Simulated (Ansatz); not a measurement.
NH2 (SMILES [NH2+]): geometry of the low-spin state from B3LYP-D3(BJ)/def2-TZVP.
(charge 1, multiplicity 1):
```xyz
3

N     -0.0004     0.1372     0.0223
H     -0.8494    -0.4824    -0.0781
H      0.8519    -0.4780    -0.0781
```

Codes used: Ansatz (Gaussian basis) for Hartree–Fock, density functionals and correlated methods. 

Broken-symmetry (BS) and triplet (T) solutions at this geometry:

```json
[
 {"level": "U-PBE/def2-TZVPP", "E(BS) (hartree)": "-55.383468", "⟨S²⟩ BS": "0.784", "E(T) (hartree)": "-55.392447", "⟨S²⟩ T": "2.004"},
 {"level": "U-B3LYP/def2-TZVPP", "E(BS) (hartree)": "-55.458021", "⟨S²⟩ BS": "0.750", "E(T) (hartree)": "-55.464374", "⟨S²⟩ T": "2.004"},
 {"level": "U-PBE0/def2-TZVPP", "E(BS) (hartree)": "-55.391732", "⟨S²⟩ BS": "0.789", "E(T) (hartree)": "-55.402482", "⟨S²⟩ T": "2.005"},
 {"level": "U-wB97X-V/def2-TZVPP", "E(BS) (hartree)": "-55.435206", "⟨S²⟩ BS": "0.703", "E(T) (hartree)": "-55.441488", "⟨S²⟩ T": "2.004"}
]
```

Give the raw gap E(BS) − E(T) and the gap after approximate spin projection, (E_BS − E_T)⟨S²⟩_T/(⟨S²⟩_T − ⟨S²⟩_BS).


- U-PBE/def2-TZVPP: raw 5.6, projected 9.3 kcal/mol
- U-B3LYP/def2-TZVPP: raw 4.0, projected 6.4 kcal/mol
- U-PBE0/def2-TZVPP: raw 6.7, projected 11.1 kcal/mol
- U-wB97X-V/def2-TZVPP: raw 3.9, projected 6.1 kcal/mol
The rule takes the triplet as the only contaminant. For comparison FIC-MRCISD+Q on SA-CASSCF(6,6)/cc-pVQZ gives 12.5 kcal/mol at this geometry.

Ansatz is a program for electronic structure.
